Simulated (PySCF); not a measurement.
PySCF job for H2OSi, SMILES O=[SiH2], ADC(2)/aug-cc-pVDZ. Geometry optimised at B3LYP-D3(BJ)/def2-TZVP.

```python
import numpy as np
from pyscf import gto, scf, dft, adc

mol = gto.M(
    atom='''
    Si    0.00000000   -0.00000000    0.43740498
    O     0.00000000    0.00000000   -1.08206064
    H     0.00000000   -1.22698187    1.26640766
    H     0.00000000    1.22698187    1.26640765
    ''',
    basis='aug-cc-pVDZ',
    charge=0,
    spin=0,
    max_memory=1600,
    verbose=4,
)
mf = scf.RHF(mol)
mf.conv_tol = 1e-10
mf.max_cycle = 100
mf.kernel()
res = {}
for kind, nroots in (('ee', 6), ('ip', 6), ('ea', 2)):
    a = adc.ADC(mf).density_fit('aug-cc-pvdz-ri')
    a.method, a.method_type = 'adc(2)', kind
    e, v, p, x = a.kernel(nroots=nroots)
    res[kind] = (e * 27.211386245988, p)
for kind, (e, p) in res.items():
    print(kind, 'energies / eV', np.round(e, 3), 'strengths', np.round(p, 4))
```

Output:

```
PySCF version 2.14.0

[INPUT] verbose = 4
[INPUT] num. atoms = 4
[INPUT] num. electrons = 24
[INPUT] charge = 0
[INPUT] spin (= nelec alpha-beta = 2S) = 0
[INPUT] symmetry False subgroup None
[INPUT] Mole.unit = angstrom
[INPUT] Symbol           X                Y                Z      unit          X                Y                Z       unit  Magmom
[INPUT]  1 Si     0.000000000000   0.000000000000   0.437404980000 AA    0.000000000000   0.000000000000   0.826575617721 Bohr   0.0
[INPUT]  2 O      0.000000000000   0.000000000000  -1.082060640000 AA    0.000000000000   0.000000000000  -2.044798259772 Bohr   0.0
[INPUT]  3 H      0.000000000000  -1.226981870000   1.266407660000 AA    0.000000000000  -2.318659694107   2.393163639451 Bohr   0.0
[INPUT]  4 H      0.000000000000   1.226981870000   1.266407650000 AA    0.000000000000   2.318659694107   2.393163620554 Bohr   0.0

nuclear repulsion = 52.4229220511634
number of shells = 26
number of NR pGTOs = 107
number of NR cGTOs = 68
basis = aug-cc-pVDZ
ecp = {}


[settings echo left out]
init E= -364.764989909881
  HOMO = -0.365387056067974  LUMO = -0.0395152242950099  gap/eV = 8.86742
cycle= 1 E= -364.80136351424  delta_E= -0.0364  |g|= 0.742  |ddm|= 1.63
  HOMO = -0.281428336911822  LUMO = -0.00191513697403556  gap/eV = 7.60594
cycle= 2 E= -364.821657768542  delta_E= -0.0203  |g|= 0.755  |ddm|= 1.21
  HOMO = -0.44391346829102  LUMO = 0.00517123052817547  gap/eV = 12.22022
cycle= 3 E= -364.937693659264  delta_E= -0.116  |g|= 0.0423  |ddm|= 0.513
  HOMO = -0.438243174881498  LUMO = 0.0169321784550922  gap/eV = 12.38595
cycle= 4 E= -364.938599328026  delta_E= -0.000906  |g|= 0.0107  |ddm|= 0.118
  HOMO = -0.440482174709969  LUMO = 0.0165822048191915  gap/eV = 12.43736
cycle= 5 E= -364.938683029371  delta_E= -8.37e-05  |g|= 0.00404  |ddm|= 0.0259
  HOMO = -0.440974946479109  LUMO = 0.016630898395205  gap/eV = 12.45209
cycle= 6 E= -364.938702331111  delta_E= -1.93e-05  |g|= 0.00168  |ddm|= 0.0135
  HOMO = -0.441526903047293  LUMO = 0.0167817974168503  gap/eV = 12.47121
cycle= 7 E= -364.938705694936  delta_E= -3.36e-06  |g|= 0.000426  |ddm|= 0.0072
  HOMO = -0.44165281452639  LUMO = 0.0168137974903293  gap/eV = 12.47551
cycle= 8 E= -364.938705852383  delta_E= -1.57e-07  |g|= 4.35e-05  |ddm|= 0.00132
  HOMO = -0.441669945545816  LUMO = 0.0168121471262643  gap/eV = 12.47593
cycle= 9 E= -364.938705854563  delta_E= -2.18e-09  |g|= 1.02e-05  |ddm|= 0.000121
  HOMO = -0.441671436533576  LUMO = 0.0168124917308838  gap/eV = 12.47598
cycle= 10 E= -364.938705854648  delta_E= -8.49e-11  |g|= 2.65e-06  |ddm|= 2.79e-05
  HOMO = -0.441671958580134  LUMO = 0.0168124537969536  gap/eV = 12.47600
Extra cycle  E= -364.938705854652  delta_E= -4.21e-12  |g|= 1.34e-06  |ddm|= 4.86e-06
converged SCF energy = -364.938705854652

******** <class 'pyscf.adc.radc.RADC'> ********
******** ADC Orbital Information ********
Number of Frozen Occupied Orbitals: 0
Number of Frozen Virtual Orbitals: 0
Number of Active Occupied Orbitals: 12
Number of Active Virtual Orbitals: 56
*****************************************
******** <class 'pyscf.df.df.DF'> ********
auxbasis = aug-cc-pvdz-ri
Reference correlation energy (doubles): -0.31962119
MP2 correlation energy of reference state (a.u.) = -0.31962119

******** <class 'pyscf.adc.radc_ee.RADCEE'> ********
max_space = 12
max_cycle = 50
conv_tol = 1e-08

*************************************************************
        ADC calculation summary (singlet states only)
*************************************************************
adc(2) root 0  |  Energy (Eh) =   0.1352612602  |  Energy (eV) =   3.68064636  |  Osc. strength = 0.00000000  |  conv = True
adc(2) root 1  |  Energy (Eh) =   0.2022550697  |  Energy (eV) =   5.50364078  |  Osc. strength = 0.12217170  |  conv = True
adc(2) root 2  |  Energy (Eh) =   0.2089543123  |  Energy (eV) =   5.68593645  |  Osc. strength = 0.00025420  |  conv = True
adc(2) root 3  |  Energy (Eh) =   0.2128897784  |  Energy (eV) =   5.79302594  |  Osc. strength = 0.05779531  |  conv = True
adc(2) root 4  |  Energy (Eh) =   0.2357331180  |  Energy (eV) =   6.41462487  |  Osc. strength = 0.00693738  |  conv = True
adc(2) root 5  |  Energy (Eh) =   0.2563895078  |  Energy (eV) =   6.97671387  |  Osc. strength = 0.00014655  |  conv = True

******** <class 'pyscf.adc.radc.RADC'> ********
******** ADC Orbital Information ********
Number of Frozen Occupied Orbitals: 0
Number of Frozen Virtual Orbitals: 0
Number of Active Occupied Orbitals: 12
Number of Active Virtual Orbitals: 56
*****************************************
******** <class 'pyscf.df.df.DF'> ********
auxbasis = aug-cc-pvdz-ri
Reference correlation energy (doubles): -0.31962119
MP2 correlation energy of reference state (a.u.) = -0.31962119

******** <class 'pyscf.adc.radc_ip.RADCIP'> ********
max_space = 12
max_cycle = 50
conv_tol = 1e-08

*************************************************************
        ADC calculation summary (doublet states only)
*************************************************************
adc(2) root 0  |  Energy (Eh) =   0.3295508410  |  Energy (eV) =   8.96753515  |  Spec. factor = 1.66450267  |  conv = True
adc(2) root 1  |  Energy (Eh) =   0.3806801586  |  Energy (eV) =  10.35883474  |  Spec. factor = 1.69684704  |  conv = True
adc(2) root 2  |  Energy (Eh) =   0.4000994243  |  Energy (eV) =  10.88725988  |  Spec. factor = 1.65570626  |  conv = True
adc(2) root 3  |  Energy (Eh) =   0.5203065986  |  Energy (eV) =  14.15826370  |  Spec. factor = 1.85491237  |  conv = True
adc(2) root 4  |  Energy (Eh) =   0.6638309928  |  Energy (eV) =  18.06376140  |  Spec. factor = 1.82136593  |  conv = True
adc(2) root 5  |  Energy (Eh) =   0.9001951554  |  Energy (eV) =  24.49555787  |  Spec. factor = 0.00010412  |  conv = True

******** <class 'pyscf.adc.radc.RADC'> ********
******** ADC Orbital Information ********
Number of Frozen Occupied Orbitals: 0
Number of Frozen Virtual Orbitals: 0
Number of Active Occupied Orbitals: 12
Number of Active Virtual Orbitals: 56
*****************************************
******** <class 'pyscf.df.df.DF'> ********
auxbasis = aug-cc-pvdz-ri
Reference correlation energy (doubles): -0.31962119
MP2 correlation energy of reference state (a.u.) = -0.31962119

******** <class 'pyscf.adc.radc_ea.RADCEA'> ********
max_space = 12
max_cycle = 50
conv_tol = 1e-08

*************************************************************
        ADC calculation summary (doublet states only)
*************************************************************
adc(2) root 0  |  Energy (Eh) =  -0.0048469781  |  Energy (eV) =  -0.13189299  |  Spec. factor = 1.91268544  |  conv = True
adc(2) root 1  |  Energy (Eh) =   0.0290978355  |  Energy (eV) =   0.79179243  |  Spec. factor = 1.97884391  |  conv = True
ee energies / eV [3.681 5.504 5.686 5.793 6.415 6.977] strengths [0.000e+00 1.222e-01 3.000e-04 5.780e-02 6.900e-03 1.000e-04]
ip energies / eV [ 8.968 10.359 10.887 14.158 18.064 24.496] strengths [1.6645e+00 1.6968e+00 1.6557e+00 1.8549e+00 1.8214e+00 1.0000e-04]
ea energies / eV [-0.132  0.792] strengths [1.9127 1.9788]
```

Self-consistency was reached.

Cost: very roughly 40 core-seconds.
